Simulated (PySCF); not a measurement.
1,2,4-triazole (C2H3N3), SMILES c1nc[nH]n1. Atoms are numbered in the order given.

```xyz
8

C      0.0210     1.1189     0.0000
N      1.1594     0.3700     0.0000
C      0.6946    -0.8663     0.0000
N     -0.6594    -0.8427     0.0000
N     -1.1112     0.4268     0.0000
H      0.0229     2.2077     0.0000
H      1.2785    -1.7855     0.0000
H     -1.3173    -1.6161     0.0000
```
Charge 0, spin multiplicity 1.

Coordinates come from a TPSSh-D3(BJ)/def2-SVP optimisation.

The numbers are results of r2SCAN/def2-TZVP in PySCF, not measurements.

Problem. Estimate the frontier levels, gap, dipole moment and polarisability. (The exact figures need the calculation; the answer reports its results.)

Solution. 
The highest occupied level comes out as -6.92 eV. The lowest empty level comes out as -0.88 eV, the orbital gap is 6.05 eV and the dipole moment is 2.88 D. The quadrupole, principal values (traceless, Buckingham form, about the centre of nuclear charge) is -7.80, -3.03, 10.83 D·Å and the mean static polarisability comes out as 40.2 bohr³ (5.95 Å³). The polarisability, principal values is 25.7, 45.0, 49.7 bohr³.
